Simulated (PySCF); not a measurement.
Which enantiomer?

Method used: PySCF 2.14.0, TDDFT BHandHLYP/aug-cc-pVDZ circular dichroism and optical rotation, one conformer, gas phase. Geometry: GFN2-xTB.

The calculation is non-relativistic, which matters for the atoms heavier than Zn. Singlets 12 and 13 lie within 0.01 eV of each other, so their separate moments and overlaps can depend on how they mix.

Values for one enantiomer of C₆H₄BrF, R in 10⁻⁴⁰ esu² cm² (velocity form):
| λ (nm) | f | R |
| --- | --- | --- |
| 236 | 0.016 | +47.5 |
| 217 | 0.050 | -40.2 |
| 203 | 0.002 | -5.3 |
| 187 | 0.007 | +24.5 |
| 181 | 0.013 | -15.4 |
| 179 | 0.0009 | +0.8 |
| 177 | 0.020 | +9.1 |
| 175 | 0.026 | +1.6 |
| 175 | 0.010 | -32.7 |
| 174 | 0.096 | -10.8 |
| 168 | 0.024 | -1.2 |
| 167 | 0.003 | +17.2 |
| 167 | 0.023 | +0.6 |
| 166 | 0.095 | +13.6 |
| 163 | 0.017 | -18.0 |
| 161 | 0.010 | -22.5 |

[α] at 589.3 nm: -28 deg dm⁻¹ (g/mL)⁻¹ (origin-invariant length gauge).

(1) Which structure gives these signs?
A. F[C@@]12C=C[C@@H]1C(Br)=C2
B. F[C@]12C=C[C@H]1C(Br)=C2

Results:

(1) B. Its CIP labels in SMILES order are S, R; the other enantiomer gives every sign reversed.

The signs above follow by mirror symmetry from the run on the other enantiomer. Geometry of F[C@@]12C=C[C@@H]1C(Br)=C2 as run:
```xyz
12

F    -0.766    2.040   -0.695
C    -0.320    0.911   -0.085
C    -1.281    0.128    0.790
C    -1.049   -1.025    0.169
C    -0.076   -0.436   -0.833
C     1.333   -0.303   -0.299
Br    2.766   -1.497   -0.400
C     1.137    0.855    0.332
H    -1.877    0.445    1.623
H    -1.360   -2.040    0.321
H    -0.236   -0.581   -1.893
H     1.730    1.504    0.944
```
